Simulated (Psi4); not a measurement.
Psi4 input (wB97X-D/6-311+G**):

```
memory 1500 MB

molecule {
1 1
C    -1.53987489    0.03915439    0.09174102
C    -0.36193975   -0.37539377   -0.77845974
C     0.96532681   -0.11600465   -0.24776119
O     1.20764649    0.42101830    0.86771278
H    -1.54887711   -0.49308341    1.04573096
H    -1.55404977    1.11655263    0.27192710
H    -2.47047873   -0.20749115   -0.41510041
H    -0.37059478    0.09573811   -1.77631676
H    -0.36563074   -1.44897971   -1.03372118
H     1.86558377   -0.37963425   -0.80217097
H     0.40180237    0.66221553    1.37482849
symmetry c1
no_reorient
no_com
}

set {
  basis 6-311+G**
  reference rks
  scf_type df
  df_basis_scf def2-universal-jkfit
  dft_radial_points 99
  dft_spherical_points 590
  e_convergence 1e-8
  d_convergence 1e-7
  maxiter 150
}

e = energy('wb97x-d')
print_out(f'\nFINAL {e:.10f} DIPOLE {variable("CURRENT DIPOLE")[0]:.6f} {variable("CURRENT DIPOLE")[1]:.6f} {variable("CURRENT DIPOLE")[2]:.6f}\n')
```

Output:

```
   => Loading Basis Set <=

    Name: 6-311+G**
    Role: ORBITAL
    Keyword: BASIS
    atoms 1-3  entry C          line   129 file 6-311pgss.gbs
    atoms 4    entry O          line   171 file 6-311pgss.gbs
    atoms 5-11 entry H          line    42 file 6-311pgss.gbs

   => WB97X-D: Empirical Dispersion <=

    Chai and Head-Gordon Dispersion Correction
    Chai, J.-D.; Head-Gordon, M. (2010), J. Chem. Phys., 132: 6615-6620

        s6 =       1.000000

         ---------------------------------------------------------
                                   SCF
               by Justin Turney, Rob Parrish, Andy Simmonett
                          and Daniel G. A. Smith
                              RKS Reference
         ---------------------------------------------------------

  ==> Geometry <==

    Molecular point group: c1
    Full point group: C1

    Geometry (in Angstrom), charge = 1, multiplicity = 1:

       Center              X                  Y                   Z               Mass
    ------------   -----------------  -----------------  -----------------  -----------------
         C           -1.539874890000     0.039154390000     0.091741020000    12.000000000000
         C           -0.361939750000    -0.375393770000    -0.778459740000    12.000000000000
         C            0.965326810000    -0.116004650000    -0.247761190000    12.000000000000
         O            1.207646490000     0.421018300000     0.867712780000    15.994914619570
         H           -1.548877110000    -0.493083410000     1.045730960000     1.007825032230
         H           -1.554049770000     1.116552630000     0.271927100000     1.007825032230
         H           -2.470478730000    -0.207491150000    -0.415100410000     1.007825032230
         H           -0.370594780000     0.095738110000    -1.776316760000     1.007825032230
         H           -0.365630740000    -1.448979710000    -1.033721180000     1.007825032230
         H            1.865583770000    -0.379634250000    -0.802170970000     1.007825032230
         H            0.401802370000     0.662215530000     1.374828490000     1.007825032230

  Running in c1 symmetry.

  Rotational constants: A =      0.52701  B =      0.19187  C =      0.14830 [cm^-1]
  Rotational constants: A =  15799.21585  B =   5752.15876  C =   4445.96775 [MHz]
  Nuclear repulsion =  127.667971089954690

  Charge       = 1
  Multiplicity = 1
  Electrons    = 32
  Nalpha       = 16
  Nbeta        = 16

  ==> Algorithm <==

  SCF Algorithm Type is DF.
  DIIS enabled.
  MOM disabled.
  Fractional occupation disabled.
  Guess Type is SAD.
  Energy threshold   = 1.00e-08
  Density threshold  = 1.00e-07
  Integral threshold = 1.00e-12

  ==> Primary Basis <==

  Basis Set: 6-311+G**
    Blend: 6-311+G**
    Number of shells: 68
    Number of basis functions: 130
    Number of Cartesian functions: 134
    Spherical Harmonics?: true
    Max angular momentum: 2

  ==> DFT Potential <==

   => LibXC <=

    Version 7.1.2
    S. Lehtola, C. Steigemann, M. J. T. Oliveira, and M. A. L. Marques,  SoftwareX 7, 1–5 (2018) (10.1016/j.softx.2017.11.002)

   => Composite Functional: WB97X-D <=

    wB97X-D Hyb-GGA Exchange-Correlation Functional

    J.-D. Chai and M. Head-Gordon,  Phys. Chem. Chem. Phys. 10, 6615–6620 (2008) (10.1039/B810189B)

    Deriv               =              1
    GGA                 =           TRUE
    Meta                =          FALSE

    Exchange Hybrid     =           TRUE
    MP2 Hybrid          =          FALSE

   => Exchange-Correlation Functionals <=

    1.0000   wB97X-D range-separated functional

   => Exact (HF) Exchange <=

    0.7780            HF,LR [omega = 0.2000]
    0.2220               HF

   => LibXC Density Thresholds  <==

    XC_HYB_GGA_XC_WB97X_D:  1.00E-14

   => Molecular Quadrature <=

    Radial Scheme          =       TREUTLER
    Pruning Scheme         =           NONE
    Nuclear Scheme         =       TREUTLER

    Blocking Scheme        =         OCTREE
    BS radius alpha        =              1
    Pruning alpha          =              1
    Radial Points          =             99
    Spherical Points       =            590
    Total Points           =         607285
    Total Blocks           =           4271
    Max Points             =            256
    Max Functions          =            130
    Weights Tolerance      =       1.00E-15

   => Loading Basis Set <=

    Name: DEF2-UNIVERSAL-JKFIT
    Role: JKFIT
    Keyword: DF_BASIS_SCF
    atoms 1-3  entry C          line   198 file def2-universal-jkfit.gbs
    atoms 4    entry O          line   318 file def2-universal-jkfit.gbs
    atoms 5-11 entry H          line    18 file def2-universal-jkfit.gbs

  ==> Integral Setup <==

  SCF_SUBTYPE=INCORE selected. In-core MEM_DF algorithm will be used.
  Using in-core AOs.

  ==> MemDFJK: Density-Fitted J/K Matrices <==

    J tasked:                   Yes
    K tasked:                   Yes
    wK tasked:                  Yes
    Omega:                2.000E-01
    Algorithm:                 Core
    Schwarz Cutoff:           1E-12
    Mask sparsity (%):       0.7929
    Fitting Condition:        1E-10

   => Auxiliary Basis Set <=

  Basis Set: DEF2-UNIVERSAL-JKFIT
    Blend: DEF2-UNIVERSAL-JKFIT
    Number of shells: 142
    Number of basis functions: 428
    Number of Cartesian functions: 500
    Spherical Harmonics?: true
    Max angular momentum: 4

  Cached 33.3% of DFT collocation blocks in 0.631 [GiB].

  Minimum eigenvalue in the overlap matrix is 7.0276477970E-05.
  Reciprocal condition number of the overlap matrix is 6.9907331898E-06.
    Using symmetric orthogonalization.

  ==> Pre-Iterations <==

  SCF Guess: Superposition of Atomic Densities via on-the-fly atomic UHF (no occupation information).

   -------------------------
    Irrep   Nso     Nmo
   -------------------------
     A        130     130
   -------------------------
    Total     130     130
   -------------------------

  ==> Iterations <==

                           Total Energy        Delta E     RMS |[F,P]|

   @DF-RKS iter SAD:  -193.21423935027846   -1.93214e+02   0.00000e+00
   @DF-RKS iter   1:  -193.26423175146610   -4.99924e-02   4.88895e-03 DIIS/ADIIS
   @DF-RKS iter   2:  -193.34638313245566   -8.21514e-02   3.83742e-03 DIIS/ADIIS
   @DF-RKS iter   3:  -193.45003251777868   -1.03649e-01   6.23295e-04 DIIS/ADIIS
   @DF-RKS iter   4:  -193.45205510790217   -2.02259e-03   2.91284e-04 DIIS/ADIIS
   @DF-RKS iter   5:  -193.45261843932568   -5.63331e-04   5.20883e-05 DIIS
   @DF-RKS iter   6:  -193.45264178350524   -2.33442e-05   1.29461e-05 DIIS
   @DF-RKS iter   7:  -193.45264328257664   -1.49907e-06   2.80995e-06 DIIS
   @DF-RKS iter   8:  -193.45264343387558   -1.51299e-07   7.39036e-07 DIIS
   @DF-RKS iter   9:  -193.45264344619656   -1.23210e-08   2.01103e-07 DIIS
   @DF-RKS iter  10:  -193.45264344702159   -8.25025e-10   7.56590e-08 DIIS
  Energy and wave function converged.

  ==> Post-Iterations <==

   Electrons on quadrature grid:
      Ntotal   =   32.0000115508 ; deviation = 1.155e-05

    Orbital Energies [Eh]
    ---------------------

    Doubly Occupied:

       1A    -19.592843     2A    -10.668239     3A    -10.528222
       4A    -10.479093     5A     -1.494397     6A     -1.136000
       7A     -1.043858     8A     -0.963764     9A     -0.858982
      10A     -0.839258    11A     -0.806840    12A     -0.735584
      13A     -0.717112    14A     -0.681495    15A     -0.659230
      16A     -0.652402

    Virtual:

      17A     -0.239441    18A     -0.111684    19A     -0.087165
      20A     -0.056526    21A     -0.054845    22A     -0.036724
      23A     -0.029984    24A     -0.019094    25A     -0.005302
      26A      0.000618    27A      0.008987    28A      0.023784
      29A      0.035709    30A      0.051996    31A      0.052431
      32A      0.062325    33A      0.072012    34A      0.088308
      35A      0.102441    36A      0.121977    37A      0.127916
      38A      0.133521    39A      0.165522    40A      0.176615
      41A      0.192131    42A      0.204463    43A      0.246797
      44A      0.293542    45A      0.315569    46A      0.353204
      47A      0.359078    48A      0.378570    49A      0.389137
      50A      0.400722    51A      0.458908    52A      0.471692
      53A      0.483740    54A      0.517194    55A      0.522334
      56A      0.539222    57A      0.575412    58A      0.592225
      59A      0.636166    60A      0.674435    61A      0.767070
      62A      0.806891    63A      0.818562    64A      0.880802
      65A      0.912097    66A      0.964184    67A      1.006791
      68A      1.022793    69A      1.091435    70A      1.210724
      71A      1.235151    72A      1.251138    73A      1.355326
      74A      1.357437    75A      1.366181    76A      1.410255
      77A      1.412646    78A      1.427060    79A      1.431114
      80A      1.495154    81A      1.549791    82A      1.557588
      83A      1.589935    84A      1.613938    85A      1.653426
      86A      1.661384    87A      1.743423    88A      1.784625
      89A      1.847997    90A      1.969692    91A      1.969700
      92A      2.051156    93A      2.072198    94A      2.155005
      95A      2.164518    96A      2.225084    97A      2.293411
      98A      2.351295    99A      2.389106   100A      2.411430
     101A      2.426484   102A      2.434240   103A      2.483199
     104A      2.495830   105A      2.506055   106A      2.578398
     107A      2.639418   108A      2.640832   109A      2.716390
     110A      2.761894   111A      2.878383   112A      2.935682
     113A      3.065516   114A      3.103499   115A      3.260940
     116A      3.324790   117A      3.634502   118A      3.686511
     119A      3.702054   120A      3.722815   121A      3.729597
     122A      3.913313   123A      4.224249   124A      4.793550
     125A      5.191448   126A      5.582187   127A     23.675769
     128A     23.808231   129A     23.913196   130A     49.742711

    Final Occupation by Irrep:
              A
    DOCC [    16 ]
    NA   [    16 ]
    NB   [    16 ]

  @DF-RKS Final Energy:  -193.45264344702159

   => Energetics <=

    Nuclear Repulsion Energy =            127.6679710899546905
    One-Electron Energy =                -505.8650337401479646
    Two-Electron Energy =                 203.4219561044585589
    DFT Exchange-Correlation Energy =     -18.6735012334203923
    Empirical Dispersion Energy =          -0.0040356678664672
    VV10 Nonlocal Energy =                  0.0000000000000000
    Total Energy =                       -193.4526434470215861

Computation Completed

Properties will be evaluated at   0.000000,   0.000000,   0.000000 [a0]

Properties computed using the SCF density matrix

 Multipole Moments:

 ------------------------------------------------------------------------------------
     Multipole            Electronic (a.u.)      Nuclear  (a.u.)        Total (a.u.)
 ------------------------------------------------------------------------------------

 L = 1.  Multiply by 2.5417464519 to convert [e a0] to [Debye]
 Dipole X            :          0.2260727           -0.0000001            0.2260726
 Dipole Y            :         -0.1348801           -0.0000001           -0.1348801
 Dipole Z            :         -0.2820836            0.0000000           -0.2820836
 Magnitude           :                                                    0.3858402

 ------------------------------------------------------------------------------------

FINAL -193.4526434470 DIPOLE 0.226073 -0.134880 -0.282084

*** Psi4 exiting successfully. Buy a developer a beer!
```

The dipole moment of an ion depends on the origin.

The geometry given is a B3LYP-D3(BJ)/def2-TZVP minimum.
